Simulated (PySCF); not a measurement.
Ranking problems on computed properties.

Each SMILES stands for a single optimised conformer of the isolated species, non-relativistic unless stated; the electronic structure was computed with PySCF and density fitting.

Dipoles, sizes and rotational constants follow the conformer. The torsions of the flexible species, by atom-mapped SMILES:
- `[CH:1]#[C:2][SiH2:3][O:4][Si@H:5]([OH:6])[O:7][SiH3:8]`: C2–Si3–O4–Si5 18°, Si3–O4–Si5–O6 153°, O4–Si5–O7–Si8 -35°, H–O6–Si5–O4 -68°
- `[CH2:1]=[C:2]([O:3][CH3:4])[C:5](=[O:6])[O:7][SiH3:8]`: C1–C2–O3–C4 0°, C1–C2–C5–O6 0°, C2–C5–O7–Si8 180°
- `[CH:1]#[C:2][S:3][CH2:4][CH3:5]`: C2–S3–C4–C5 67°
- `[CH2:1]=[C:2]=[C:3]([CH3:4])[CH2:5][CH2:6][CH3:7]`: C2–C3–C5–C6 0°, C3–C5–C6–C7 179°
- `[CH3:1][SiH2:2][O:3][SiH2:4][CH3:5]`: C1–Si2–O3–Si4 2°, Si2–O3–Si4–C5 -2°
- `[CH:1]#[C:2][Si@@H:3]([O:4][SiH3:5])[O:6][SiH2:7][OH:8]`: C2–Si3–O4–Si5 102°, C2–Si3–O6–Si7 -89°, Si3–O6–Si7–O8 -14°, H–O8–Si7–O6 179°
- `[CH2:1]=[CH:2][C:3](=[CH2:4])[CH:5]([CH3:6])[CH3:7]`: C1–C2–C3–C4 178°, C2–C3–C5–C6 -155°
- `[CH2:1]=[CH:2][C:3]1=[C:4]([CH:5]([F:6])[F:7])[CH2:8][CH2:9]1`: C1–C2–C3–C4 180°, C3–C4–C5–F6 -115°

The conformers of `CC=C1CCCC1` and `C=C1CCCCC1` aren't listed.

Question: Rank by lowest singlet excitation, highest first (TDDFT wB97X-D/def2-SVPD at GFN2-xTB geometries).
A. `CC=C1CCCC1`
B. `C#CSCC`
C. `O([SiH3])[Si@H](O[SiH2]C#C)O`
D. `C=C(OC)C(=O)O[SiH3]`

Answer: A (6.63 eV), C (6.00 eV), D (5.25 eV), B (4.82 eV).

Question: Rank by static isotropic polarisability, lowest first (wB97X-D/def2-SVPD at GFN2-xTB geometries).
A. `C=C(OC)C(=O)O[SiH3]`
B. `C=C=C(C)CCC`
C. `[SiH2](O[SiH2]C)C`
D. `C=C1CCCCC1`

Answer: C (78.4 au), D (80.8 au), A (85.1 au), B (87.8 au).

Question: Rank by dipole moment, highest first (wB97X-D/def2-SVPD at GFN2-xTB geometries).
A. `C#C[Si@@H](O[SiH3])O[SiH2]O`
B. `CC(C(=C)C=C)C`
C. `C=C=C(C)CCC`
D. `O([SiH2]C)[SiH2]C`
E. `C=CC1=C(C(F)F)CC1`
F. `C#C[SiH2]O[Si@H](O)O[SiH3]`

Answer: E (2.51 D), A (2.29 D), F (1.93 D), D (1.32 D), C (0.50 D), B (0.30 D).

Give the two extremes of that set in atomic units.

`C=CC(=C)C(C)C`: 0.12 au; `C=CC1=C(C(F)F)CC1`: 0.99 au.

Question: Rank by lowest triplet excitation (Tamm–Dancoff), highest first (TDA wB97X-D/def2-SVPD at GFN2-xTB geometries).
A. `C=CC1=C(C(F)F)CC1`
B. `C[SiH2]O[SiH2]C`
C. `C#C[Si@@H](O[SiH3])O[SiH2]O`
D. `C=CC(=C)C(C)C`

Answer: B (7.36 eV), C (5.17 eV), D (3.37 eV), A (3.14 eV).

By how much do the two ends of that ranking differ?

By 4.22 eV, between `C[SiH2]O[SiH2]C` and `C=CC1=C(C(F)F)CC1`.

Question: Rank by HOMO energy, lowest first (wB97X-D/def2-SVPD at GFN2-xTB geometries).
A. `CC=C1CCCC1`
B. `C=CC(=C)C(C)C`
C. `[SiH2](C)O[SiH2]C`
D. `C=C1CCCCC1`
E. `O[Si@H](O[SiH3])O[SiH2]C#C`

Answer: E (-10.34 eV), C (-10.06 eV), D (-8.85 eV), B (-8.47 eV), A (-8.33 eV).

Give the two extremes of that set in hartree.

`C#C[SiH2]O[Si@H](O)O[SiH3]`: -0.380 Eh; `CC=C1CCCC1`: -0.306 Eh.

Question: Rank by HOMO–LUMO gap, highest first (wB97X-D/def2-SVPD at GFN2-xTB geometries).
A. `CC=C1CCCC1`
B. `C#CSCC`
C. `C#C[SiH2]O[Si@H](O)O[SiH3]`
D. `C=C1CCCCC1`
E. `C=CC1=C(C(F)F)CC1`

Answer: C (11.39 eV), D (10.96 eV), A (10.71 eV), B (9.93 eV), E (9.06 eV).

wB97X-D is run here without its empirical dispersion term; that term would change no orbital, density or response property at a fixed geometry.
